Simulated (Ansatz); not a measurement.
Species: sum formula GeOF2, net charge 0, singlet state. 
Coordinates optimised at B3LYP-D3(BJ)/def2-TZVP (Ansatz, an electronic-structure program):
```
Ge
O 1 1.6283
F 1 1.7138 2 129.39
F 1 1.7138 2 129.39 3 -180.00
```
Charge 0, spin multiplicity 1.

Total electronic energies in hartree. Cores are frozen in the correlated levels unless marked. No spin-orbit coupling. The frozen core is the preceding noble-gas configuration, with the filled d and f shells of earlier blocks. No relativistic terms. CBS marks a two-point X^-3 extrapolation of the correlation energy; Hartree-Fock from the larger set. The bracket is a focal-point correction in the basis named.

```json
[
 {"level": "r2SCAN/def2-TZVPD", "program": "Ansatz", "energy (Eh)": "-2351.95548"},
 {"level": "HSE06-D3(BJ)/def2-TZVPD", "program": "Ansatz + dftd3", "energy (Eh)": "-2351.53518"},
 {"level": "HSE06/def2-TZVPD", "program": "Ansatz", "energy (Eh)": "-2351.53393"},
 {"level": "B2GP-PLYP-D3(BJ)/def2-TZVPD", "program": "Ansatz + dftd3", "energy (Eh)": "-2351.33960"},
 {"level": "B2GP-PLYP/def2-TZVPD", "program": "Ansatz", "energy (Eh)": "-2351.33790"},
 {"level": "SCS-MP2/aug-cc-pVTZ", "program": "Ansatz", "energy (Eh)": "-2350.14213"},
 {"level": "CCSD/6-31G", "program": "Ansatz", "energy (Eh)": "-2349.14235"},
 {"level": "CCSD(T)/6-31G*", "program": "Ansatz", "energy (Eh)": "-2349.47213"},
 {"level": "RI-MP2/CBS(aug-cc-pVTZ,aug-cc-pVQZ)+[CCSD(T)-MP2]/aug-cc-pVTZ", "program": "Ansatz", "energy (Eh)": "-2350.3211"}
]
```

Totals of different functionals don't rank their quality; only differences between species are comparable.
